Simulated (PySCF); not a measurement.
## Broadened absorption spectrum of silole

Silole, C4H6Si.
Bonds: C1–C2 (double), C2–Si3, Si3–C4, C4–C5 (double), C1–C5. Hydrogens: H6 on C1; H7 on C2; H8, H9 on Si3; H10 on C4; H11 on C5.

Computed, not measured: PySCF 2.14.0, density-fitted response routines, TDDFT B3LYP/def2-SVPD, vertical, gas phase, core orbitals frozen in the response. Isolated species at its GFN2-xTB geometry, gas phase.

Computed states:

| state | E (eV) | f |
| --- | --- | --- |
| S1 | 4.30 | 0.054 |
| S2 | 5.50 | 0.0000 |
| S3 | 5.91 | 0.0098 |
| S4 | 6.04 | 0.0010 |
| S5 | 6.07 | 0.0000 |
| S6 | 6.37 | 0.029 |
| S7 | 6.80 | 0.0000 |
| S8 | 6.90 | 0.0000 |

Each state is given a Gaussian of 0.25 eV full width at half maximum, with ε(max) = 2.175×10⁸ f / Δν̃ (Δν̃ the width in cm⁻¹). The cross-section is σ = 3.8235×10⁻²¹ ε cm², given in Mb (10⁻¹⁸ cm²). The width is an assumption, not a result. The curve ends short of the highest state used, and states not computed would add to its high-energy end.

(1) What does the envelope look like, and where are its maxima?

(2) On this curve, what absorbance would a 10⁻⁴ mol/L sample give at 266 nm over a 1 cm path?

(3) Coming from long wavelengths, where does ε first pass 100 L mol⁻¹ cm⁻¹?

Answers

(1) 
```
E (eV)  σ (Mb)
  3.92    0.04
  3.98    0.25
  4.03    0.90
  4.09    3.21
  4.14    7.26
  4.20   14.39
  4.26   20.74
  4.31   22.03
  4.37   17.67
  4.42   11.52
  4.48    5.15
  4.53    2.06
  4.59    0.51
  4.64    0.13
  4.70    0.02
  4.75    0.00
  4.81    0.00
  4.86    0.00
  4.92    0.00
  4.97    0.00
  5.03    0.00
  5.08    0.00
  5.14    0.00
  5.20    0.00
  5.25    0.00
  5.31    0.00
  5.36    0.00
  5.42    0.00
  5.47    0.00
  5.53    0.01
  5.58    0.03
  5.64    0.15
  5.69    0.46
  5.75    1.28
  5.80    2.35
  5.86    3.68
  5.91    4.22
  5.97    3.79
  6.02    2.84
  6.08    1.80
  6.13    1.66
  6.19    3.01
  6.25    6.20
  6.30    9.44
```

Maxima: 288 nm (4.30 eV), ε about 5800, made up of S1 (100%); 209 nm (5.92 eV), ε about 1100, made up of S3 (95%) (ε in L mol⁻¹ cm⁻¹; maxima over ε = 5, shares over 10%). At its high-energy end, 6.30 eV, the curve is still rising (ε about 2500, from S6).

(2) 266 nm is 4.661 eV, where ε is about 17 L mol⁻¹ cm⁻¹, so A = ε c l ≈ 0.0017 (Beer–Lambert, with the gas-phase spectrum and the assumed width).

(3) At about 310 nm (4.00 eV), 0.30 eV below S1.
